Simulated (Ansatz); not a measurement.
Ideal-gas functions of FH3SSi2 (`F[SiH]1[SiH2]S1`) at 800 K and 1 bar, from an Ansatz frequency run at PBE0-D4/def2-TZVP.

Molar mass 110.26 g/mol, point group C1 (symmetry number 1), electronic degeneracy 1, moments of inertia 93.525, 184.367, 241.75 u Å². Harmonic wavenumbers (cm⁻¹, unscaled): 182, 230, 381, 443, 492, 581, 587, 599, 724, 822, 906, 946, 2235, 2253, 2271.

Use S(trans) = R[1.5 ln M + 2.5 ln T − 1.1517]; rotational temperatures θ = 24.2544 K / I; S(rot) = R[ln(√π/σ · √(T³/θAθBθC)) + 1.5]; for each mode x = 1.438777 ν̃/T, S = R[x/(eˣ − 1) − ln(1 − e⁻ˣ)] and H = RT x/(eˣ − 1); 1 cm⁻¹ = 0.0119627 kJ/mol; R = 8.31446 J/(mol·K).

Question: By hand: the entropy, in J/(mol·K).

Answer: Translation 188.0. Rotation: θ = 0.2593, 0.1316, 0.1003 K, giving 124.2. Vibration, mode by mode: 17.64, 15.71, 11.62, 10.42, 9.60, 8.32, 8.24, 8.09, 6.68, 5.78, 5.12, 4.83, 0.76, 0.74, 0.72, in all 114.3. Electronic 0.0. Sum 426.5 J/(mol·K).

Question: By hand: H − E and G − E in kJ/mol, counted from the electronic energy.

Answer: Zero-point energy ½ × 13652 × 0.0119627 = 81.7; thermal vibration 48.1; translation, rotation and pV give 4 RT = 26.6. H − E = 156.4 kJ/mol, and G − E = 156.4 − 800 × 426.5/1000 = -184.8 kJ/mol.

Vibration gives 27 % of the entropy. The sum counts one conformer and one mirror image; others add a mixing term.
